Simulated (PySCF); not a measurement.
A structure optimised at PBE-D3(BJ)/def2-SVP, used in a PySCF frequency run:

```xyz
13

C      2.1536     0.1929    -0.0797
Si     0.5322    -0.6574    -0.5150
C     -0.4835    -1.3311     0.9182
C     -1.3697    -0.3001     0.8404
C     -1.0087     0.5252    -0.3794
F     -0.7607     1.8708    -0.0939
H      2.5681     0.7153    -0.9660
H      1.9754     0.9430     0.7159
H      2.9121    -0.5332     0.2765
H      0.7029    -1.5216    -1.7424
H     -0.5116    -2.1627     1.6391
H     -2.2212    -0.0766     1.5145
H     -1.7813     0.4805    -1.1806
```

Problem. Write its SMILES and formula.

Solution. C[Si@H]1C=C[C@H]1F, C4H7FSi

Problem. What are its rotational constants (standard atomic weights)?

Solution. 3.7039, 2.7555, 1.9027 GHz
